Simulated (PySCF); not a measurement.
# Dipole response of Mn (manganese, neutral)

[Ar] 3d5 4s2, high-spin 6S determinant. Calculation: PySCF 2.14, in aug-cc-pVTZ-DK (8s7p5d3f2g, 93 functions); the spin-free X2C one-electron Hamiltonian (Gaussian nucleus). Coupled (time-dependent) response in atomic units; α is the mean over directions.

```tsv
method	mean α (bohr³)	C₆ (like pair)	S(−4)
UHF	101.4	1003	13280
PBE	72.76	684.5	3307
PBE0	76.81	735.9	3730
```

S(−4) is the Cauchy moment in α(ω) = α(0) + S(−4) ω² + …

Reference α: 68 ± 9 bohr³ (recommended; Schwerdtfeger and Nagle, table of static dipole polarizabilities (2023 update)). Published C₆: 552.0 (Chu and Dalgarno (2004); Tang, Norbeck and Certain (1976)).

Hartree-Fock lies above the reference because it lacks correlation, which contracts the outer shell.

α(iu) at PBE0:

```
u (hartree)  α(iu) (bohr³)
          0          76.81
     0.0500          68.88
      0.100          54.04
      0.200          31.15
      0.300          19.42
      0.500          9.877
      0.750          5.726
       1.00          3.916
       1.50          2.299
       2.00          1.564
       3.00         0.8845
       5.00         0.4045
```

A single London oscillator, α(iu) = α/(1 + u²/ω²), gives C₆ = (3/4) ω α². Matching the computed C₆ needs ω = 4 × 735.9 / (3 × 76.81²) = 0.166 hartree.
